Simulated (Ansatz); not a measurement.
Geometry optimisation, RKS B3LYP/def2-SVP in Ansatz.

Input file:

```yaml
crystal:
  periodic: [false, false, false]
  atoms:
    - { symbol: Ta, position_ang: [-0.555988, 0.416182, 0.192714] }
    - { symbol: "N", position_ang: [2.760765, -0.039644, 0.156249] }
    - { symbol: H, position_ang: [3.348302, -0.347638, 0.936159] }
    - { symbol: H, position_ang: [3.360028, 0.002191, -0.672945] }
    - { symbol: O, position_ang: [-0.045267, -0.259504, 1.899052] }
    - { symbol: H, position_ang: [-0.028674, -1.171336, 2.220577] }
    - { symbol: O, position_ang: [0.010909, 0.204924, -1.612117] }
    - { symbol: H, position_ang: [0.056003, -0.586373, -2.168481] }
    - { symbol: F, position_ang: [-2.128138, 1.425739, 0.297979] }
    - { symbol: F, position_ang: [-1.479346, -1.249913, -0.040213] }
    - { symbol: F, position_ang: [0.601155, 1.932942, 0.418937] }
    - { symbol: H, position_ang: [2.479851, 0.940428, 0.365989] }
basis:
  gaussian: { orbitals: def2-SVP }
hamiltonian:
  xc: b3lyp
relax:
  f_tol: 0.03
  max_steps: 50
```

Launched with:

```bash
$ ansatz run input.yaml --threads 4 --pin off --max-ram 5120MiB --backend cpu --events-out ev --progress --plain --runs-dir out
```

Where does it end, and by what steps?

The run converged. The force dipped under the threshold on the way, but the program's further checks kept it going. After 32 steps the energy has fallen by 0.808 eV; H3 moved furthest, 1.41 Å. Joined: Ta1–N2 (3.35 → 2.36 Å).

```
step  energy less start (eV)  largest force component (eV/Å)  accepted
   0                  0.0000                           0.684       yes
   2                 -0.2124                           1.315       yes
   4                 -0.5830                           0.639       yes
   6                 -0.7111                           0.348       yes
   8                 -0.7733                           0.423       yes
  10                 -0.7889                           0.069       yes
  12                 -0.7921                           0.038       yes
  14                 -0.7931                           0.087       yes
  16                 -0.7951                           0.188       yes
  18                 -0.7969                           0.128       yes
  20                 -0.8003                           0.195       yes
  22                 -0.8054                           0.122       yes
  24                 -0.8040                           0.266        no
  26                 -0.8068                           0.059       yes
  28                 -0.8076                           0.055       yes
  30                 -0.8079                           0.045       yes
  32                 -0.8080                           0.004       yes
```

```xyz
12
Properties=species:S:1:pos:R:3
Ta -0.108 0.422 0.179
N 2.217 -0.005 0.166
H 2.398 -1.011 0.126
H 2.669 0.426 -0.643
O 0.044 0.155 2.084
H -0.059 -0.583 2.693
O 0.058 0.344 -1.741
H -0.041 -0.332 -2.420
F -1.951 0.821 0.192
F -0.132 -1.511 0.083
F 0.615 2.180 0.268
H 2.668 0.361 1.007
```

Whether the end is a true minimum wasn't checked by a vibrational analysis.

Run time: 120 s on 4 threads of Arm Neoverse V1, with other jobs on the host, peak memory 0.42 GiB.
